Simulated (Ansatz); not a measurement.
Ideal-gas functions of `[OH][In]([F])[SH]` at 800 K and 1 bar, from an Ansatz frequency run at PBE0-D4/def2-TZVP.

Molar mass 183.9 g/mol, point group Cs (symmetry number 1), electronic degeneracy 1, moments of inertia 98.852, 217.773, 316.625 u Å². Harmonic wavenumbers (cm⁻¹, unscaled): 90, 128, 137, 197, 265, 361, 602, 619, 697, 822, 2708, 3888.

Use S(trans) = R[1.5 ln M + 2.5 ln T − 1.1517]; rotational temperatures θ = 24.2544 K / I; S(rot) = R[ln(√π/σ · √(T³/θAθBθC)) + 1.5]; for each mode x = 1.438777 ν̃/T, S = R[x/(eˣ − 1) − ln(1 − e⁻ˣ)] and H = RT x/(eˣ − 1); 1 cm⁻¹ = 0.0119627 kJ/mol; R = 8.31446 J/(mol·K).

Task: By hand: the entropy, in J/(mol·K).

Result: Translation 194.4. Rotation: θ = 0.2454, 0.1114, 0.0766 K, giving 126.2. Vibration, mode by mode: 23.46, 20.54, 19.98, 16.99, 14.55, 12.05, 8.05, 7.84, 6.96, 5.78, 0.38, 0.06, in all 136.6. Electronic 0.0. Sum 457.2 J/(mol·K).

Task: By hand: H − E and G − E in kJ/mol, counted from the electronic energy.

Result: Zero-point energy ½ × 10514 × 0.0119627 = 62.9; thermal vibration 47.2; translation, rotation and pV give 4 RT = 26.6. H − E = 136.7 kJ/mol, and G − E = 136.7 − 800 × 457.2/1000 = -229.1 kJ/mol.

Vibration gives 30 % of the entropy, 64.0 J/(mol·K) of it from the modes under 150 cm⁻¹: soft modes count most, and the harmonic formula is weakest for them. The sum counts one conformer and one mirror image; others add a mixing term.
